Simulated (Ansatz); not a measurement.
Isolated molecules relaxed with PBE0-D4/def2-TZVP in Ansatz; ΔE leaves out vibrations. CCSD(T)/CBS is the MP2 limit (def2-TZVPP, def2-QZVPP) plus CCSD(T) − MP2 in def2-TZVPP, frozen cores. DFT in def2-TZVPP. B3LYP here is the variant with VWN-RPA as its local correlation; programs differ in this. HSE06 is defined as in plane-wave codes. def2 core potentials past Kr. For Sb, Sn outer-core shells are correlated without core-valence functions, which leaves a few kJ/mol of doubt a bond. Each species was taken in one conformer, which may not be the lowest.

`C[O][Sb]([SiH3])[O]C` + `[NH2][SnH3]` → `C[O][SbH][SiH3]` + `C[O][SnH2][NH2]`  (redistribution)

```tsv
level	ΔE (kcal/mol)	difference from CCSD(T)/CBS
LDA (SPW92)	0.9	1.7
PBE-D4	0.9	1.7
revPBE-D4	1.0	1.8
r2SCAN-D4	-0.1	0.7
B97M-V	1.2	2.0
PBE0-D4	-0.2	0.6
B3LYP-D4	0.5	1.3
r2SCANh-D4	-0.4	0.4
r2SCAN0-D4	-0.9	-0.1
HSE06-D4	-0.3	0.5
BHLYP-D4	-0.6	0.2
CAM-B3LYP-D4	0.2	1.0
ωB97X-V	-0.2	0.6
ωB97M-V	-0.2	0.6
B2PLYP	-0.2	0.6
PBE	0.5	1.3
revPBE	0.3	1.1
BLYP	0.7	1.5
r2SCAN	-0.3	0.5
PBE0	-0.6	0.2
B3LYP	-0.1	0.7
r2SCANh	-0.6	0.2
r2SCAN0	-1.1	-0.3
HSE06	-0.7	0.1
BHLYP	-1.1	-0.3
CAM-B3LYP	-0.2	0.6
LC-ωPBE	-0.8	0.0
RPA@PBE/def2-TZVPP	-0.2	0.6
HF/def2-SVP	-3.5	-2.7
MP2/def2-SVP	-2.1	-1.3
CCSD/def2-SVP	-2.6	-1.8
CCSD(T)/def2-SVP	-2.0	-1.2
HF/def2-TZVPP	-2.4	-1.6
MP2/def2-TZVPP	-0.5	0.3
SCS-MP2/def2-TZVPP	-0.5	0.3
CCSD(T)/def2-TZVPP	-0.6	0.2
HF/def2-QZVPP	-2.1	-1.3
HF/CBS(def2)	-2.1	-1.3
MP2/CBS(def2)	-0.7	0.1
CCSD/CBS(def2)	-1.3	-0.5
CCSD(T)/CBS	-0.8	0
```

Largest T1 diagnostic among the species: 0.015.

In def2-TZVPP, CCSD(T) changes the Hartree–Fock value by +1.8 kcal/mol (the triples alone add +0.5 kcal/mol) and MP2 by +2.0 kcal/mol. From r2SCAN to r2SCAN0 (25 % exact exchange), in def2-TZVPP and without D4, ΔE moves by −0.9 kcal/mol. Leaving LDA and LC-ωPBE aside and taking each functional with its dispersion term where it has one, the values, not all of them listed here, spread over 2.5 kcal/mol, from PBE-QIDH to BLYP-D4.
